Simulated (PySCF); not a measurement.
# Bond lengths and vibrations by method: BClGeH3

Calculated results; nothing here was measured. They come from PySCF 2.14.0, an open-source quantum chemistry program, on an isolated molecule that a program drew, which may never have been made. The molecule is BClGeH3 (charge 0, doublet), drawn as the SMILES string `Cl[BH][GeH2]`.

The geometry was optimised and harmonic frequencies were computed with HF and MP2, all in the cc-pV(D+d)Z basis, for the commonest isotopes, with a restricted reference for singlets and an unrestricted one otherwise, and a frozen core in MP2. Germanium has the cc-pVDZ-PP basis, with a core potential (ECP10MDF) in place of its 10 inner electrons, and its 3s, 3p and 3d shells are frozen in MP2. Each result is a local minimum of its method.

Geometry at the HF minimum:
```xyz
6
BClGeH3, angstrom
Cl   -1.0891    0.8755    0.0713
B     0.5323    0.2010    0.2455
Ge    0.8029   -1.7103    0.8880
H     1.4539    0.9311    0.0472
H    -0.3451   -2.7122    0.8056
H     2.1587   -2.3758    0.6606
```

Lengths of the bonds as drawn, in Å (atoms numbered as above):
| bond | HF | MP2 |
|---|---|---|
| Cl1-B2 | 1.765 | 1.758 |
| B2-Ge3 | 2.034 | 2.004 |
| B2-H4 | 1.192 | 1.202 |
| Ge3-H5 | 1.526 | 1.529 |
| Ge3-H6 | 1.527 | 1.529 |

Rotational constants, in GHz:
| constant | HF | MP2 |
|---|---|---|
| A | 31.98 | 32.59 |
| B | 1.848 | 1.887 |
| C | 1.751 | 1.784 |

Harmonic frequencies in cm^-1, each column in rising order, so a row needn't be the same motion in every method:
| rank | HF | MP2 |
|---|---|---|
| 1 | 174 | 169 |
| 2 | 235 | 223 |
| 3 | 287 | 283 |
| 4 | 474 | ? |
| 5 | 644 | 632 |
| 6 | 741 | 700 |
| 7 | 864 | 859 |
| 8 | 932 | 886 |
| 9 | 1115 | 1077 |
| 10 | 2237 | 2211 |
| 11 | 2245 | 2226 |
| 12 | 2769 | 2696 |

**Estimate the missing MP2 frequency from the HF column.**

A single factor s that minimises the squared misfit of MP2 against s times HF over the other rows is sum(HF x MP2) / sum(HF^2) = 0.9799, with an rms misfit of 17 cm^-1. For rank 4 it gives 0.9799 x 474 = 464 cm^-1. The calculation gives 441 cm^-1, 23 cm^-1 below the estimate. The drawn bonds are on average 0.1 % shorter in MP2 than in HF.
